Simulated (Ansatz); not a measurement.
Geometry optimisation, UKS PBE0-D4/def2-SVP (Ansatz).

Input:

```yaml
crystal:
  periodic: [false, false, false]
  atoms:
    - { symbol: Ti, position_ang: [-0.781514, -0.775909, -0.305876] }
    - { symbol: C, position_ang: [0.788965, 0.892675, -0.210793] }
    - { symbol: O, position_ang: [-0.641922, -0.961589, 1.437913] }
    - { symbol: H, position_ang: [0.0279, -0.306618, 1.702888] }
    - { symbol: F, position_ang: [-2.319347, -0.162394, -0.843775] }
    - { symbol: F, position_ang: [-0.174224, -2.13143, -1.213848] }
    - { symbol: H, position_ang: [0.436, 1.656692, 0.499104] }
    - { symbol: H, position_ang: [0.932141, 1.349421, -1.200448] }
    - { symbol: H, position_ang: [1.732101, 0.439153, 0.134835] }
magnetization:
  spin_polarized: true
basis:
  gaussian: { orbitals: def2-SVP }
hamiltonian:
  xc: pbe0
  dispersion: d4
relax:
  f_tol: 0.03
  max_steps: 50
```

Launched with:

```bash
$ ansatz run input.yaml --threads 4 --pin off --max-ram 5120MiB --backend cpu --events-out ev --progress --plain --runs-dir out
```

**Question.** Where does it end, and by what steps?

**Answer.** The forces met the threshold. After 12 steps the energy has fallen by 0.575 eV; H4 moved furthest, 1.45 Å.

```json
{"step": "0", "energy less start (eV)": "0.0000", "largest force component (eV/Å)": "1.440", "accepted": "yes"}
{"step": "1", "energy less start (eV)": "-0.3443", "largest force component (eV/Å)": "0.613", "accepted": "yes"}
{"step": "2", "energy less start (eV)": "-0.4038", "largest force component (eV/Å)": "0.602", "accepted": "yes"}
{"step": "3", "energy less start (eV)": "-0.4389", "largest force component (eV/Å)": "0.574", "accepted": "yes"}
{"step": "4", "energy less start (eV)": "-0.4814", "largest force component (eV/Å)": "1.283", "accepted": "yes"}
{"step": "5", "energy less start (eV)": "-0.5153", "largest force component (eV/Å)": "0.622", "accepted": "yes"}
{"step": "6", "energy less start (eV)": "-0.5420", "largest force component (eV/Å)": "0.104", "accepted": "yes"}
{"step": "7", "energy less start (eV)": "-0.5537", "largest force component (eV/Å)": "0.407", "accepted": "yes"}
{"step": "8", "energy less start (eV)": "-0.5550", "largest force component (eV/Å)": "0.711", "accepted": "yes"}
{"step": "9", "energy less start (eV)": "-0.5738", "largest force component (eV/Å)": "0.067", "accepted": "yes"}
{"step": "10", "energy less start (eV)": "-0.5748", "largest force component (eV/Å)": "0.068", "accepted": "yes"}
{"step": "11", "energy less start (eV)": "-0.5754", "largest force component (eV/Å)": "0.038", "accepted": "yes"}
{"step": "12", "energy less start (eV)": "-0.5754", "largest force component (eV/Å)": "0.003", "accepted": "yes"}
```

```xyz
9
Properties=species:S:1:pos:R:3
Ti -0.543 -0.553 -0.135
C 0.793 0.955 -0.474
O -0.497 -0.862 1.583
H -0.738 -1.321 2.390
F -2.096 0.027 -0.676
F -0.008 -1.914 -1.083
H 0.490 1.846 0.100
H 0.803 1.191 -1.551
H 1.796 0.632 -0.153
```

Time of the run: 73 s on 4 threads of Arm Neoverse N1, on a shared host, peak memory 0.37 GiB.
